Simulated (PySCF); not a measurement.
MN15 on Bi²⁺ (bismuth, charge +2)

Configuration: [Xe] 4f14 5d10 6s2 6p1, 2P determinant. All numbers are calculated (PySCF 2.14, a scalar-relativistic core potential, in def2-SVP with the def2 core potential (60 electrons) (4s4p2d, 26 functions)).

```json
{"Total energy": "-213.2784 hartree", "One-electron energy": "-358.1519 hartree", "Hartree (Coulomb) energy": "161.0307 hartree", "Exchange-correlation energy": "-16.1572 hartree", "⟨S²⟩": "0.7514", "⟨L²⟩": "2.004", "Sum of ⟨r⟩": "26.81 bohr", "Sum of ⟨r²⟩": "42.79 bohr²", "Traceless quadrupole moment −½Σ⟨3z² − r²⟩ along its main axis": "-3.05 e·bohr²", "Time after the integrals": "0.61 s of wall time on 1 thread of Neoverse-V2 (shared host)"}
```

```
shell  electrons  mean orbital energy (eV)  spread (eV)  rms radius, mean of both spins (bohr)
 5s β          1                   -176.74            0                                  0.896
 5s α          1                   -176.73            0                                  0.896
 5p α          3                   -116.45        0.637                                   1.02
 5p β          3                   -116.40        0.679                                   1.02
 5d α          5                   -46.923        0.609                                   1.33
 5d β          5                   -46.739        0.843                                   1.33
 6s α          1                   -33.566            0                                   2.18
 6s β          1                   -32.579            0                                   2.18
 6p α          1                   -21.366            0                                   2.78
```

Energies and moments cover only the electrons outside the core potential. Spin-orbit coupling, absent here, splits the open shell strongly.
